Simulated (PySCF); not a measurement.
# Ionisation energy of P²⁺ by level of theory

P²⁺ [Ne] 3s2 3p1 (2P) → P³⁺ [Ne] 3s2 (1S), as a difference of total energies. All numbers are calculated (PySCF 2.14, scalar relativity by spin-free X2C-1e, in cc-pVDZ-DK). Correlated levels: valence: [Ne] frozen. The calculations carry no spin-orbit coupling.

| method | ionisation energy (eV) | difference from reference (eV) |
| --- | --- | --- |
| UHF | 29.543 | -0.660 |
| BP86 | 30.322 | +0.119 |
| PBE | 30.250 | +0.047 |
| MP2 (valence) | 29.717 | -0.486 |
| SCS-MP2 (valence) | 29.698 | -0.505 |
| CCSD (valence) | 29.817 | -0.386 |
| CCSD(T) (valence) | 29.833 | -0.370 |

Reference: 30.203 eV (measured; NIST Atomic Spectra Database, ionization energies).

The reference lies between the lowest fine-structure levels, while these numbers refer to the centres of the terms.

Errors of the correlated levels include the incompleteness of this basis and the frozen core.
